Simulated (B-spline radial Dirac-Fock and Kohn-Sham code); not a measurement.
**Dipole and non-dipole photoemission parameters of Mn⁴⁺ 3d5/2**

System: Mn⁴⁺, 1s2 2s2 2p6 3s2 3p6 3d3; threshold 69.23 eV (orbital energy of the model). Model: Dirac-Hartree-Slater photoionisation with a Latter tail; cross sections with all multipoles, angular parameters from the dipole term and its interference with E2. Program: an atomic code on a B-spline grid.

The run's input, task.json:

```json
{"items": [{
  "Z": 25,
  "q": 4,
  "cfg": [[1, 0, 2], [2, 0, 2], [2, 1, 6], [3, 0, 2], [3, 1, 6], [3, 2, 3]],
  "A": 55,
  "rrms": 3.7057,
  "do": "xps",
  "hv": [73.7, 73.9, 78.8, 83.7, 115.0, 147.0, 172.0, 196.0, 200, 203.0, 219.0, 244.0, 300, 353.0, 394.0, 400, 637.0, 800, 1090.0, 1550.0, 1590.0, 2980.0, 3170.0, 4010.0, 5414.7, 8170.0, 9251.7, 9730.0, 12000, 15000]
}]}
```

Launch: `python xray2_run.py task.json out`

For linearly polarised light dσ/dΩ = σ/(4π) [1 + β P₂(cos θ) + (δ + γ cos²θ) sin θ cos φ], with θ from the polarisation vector and φ the angle between the beam and the projection of the electron momentum on the plane normal to the polarisation.

```
hν (eV)    σ (kb)      β       γ      δ
   78.8      2460  0.466  -0.010  0.008
   83.7      2290  0.544  -0.008  0.010
    115      1390  0.870   0.007  0.015
    147       831  1.045   0.026  0.018
    172       564  1.122   0.045  0.021
    196       407  1.178   0.062  0.023
    200       387  1.185   0.065  0.023
    203       373  1.190   0.067  0.023
    219       306  1.212   0.081  0.025
    244       230  1.239   0.100  0.027
    300       130  1.263   0.144  0.031
    353      80.5  1.260   0.181  0.034
    394      57.6  1.249   0.208  0.037
    400      55.0  1.247   0.211  0.038
    637      12.8  1.149   0.335  0.053
    800      5.98  1.075   0.402  0.065
   1090      2.04  0.960   0.492  0.085
   1550     0.569  0.821   0.586  0.118
   1590     0.518  0.811   0.593  0.121
   2980         ?      ?       ?      ?
   3170    0.0355  0.568   0.776  0.225
   4010    0.0135  0.493   0.831  0.274
 5414.7   0.00379  0.408   0.874  0.349
   8170  0.000643  0.323   0.908  0.473
 9251.7  0.000373  0.304   0.920  0.517
   9730  0.000299  0.296   0.925  0.536
  12000  0.000118  0.261   0.946  0.621
  15000  4.30e-05  0.220   0.951  0.726
```

Task: Give the values at 2980 eV.

Result: σ = 0.0456 kb, β = 0.589, γ = 0.760, δ = 0.213.

Values without a named source are computed, but for edge energies of neutral atoms, which are taken from tables.
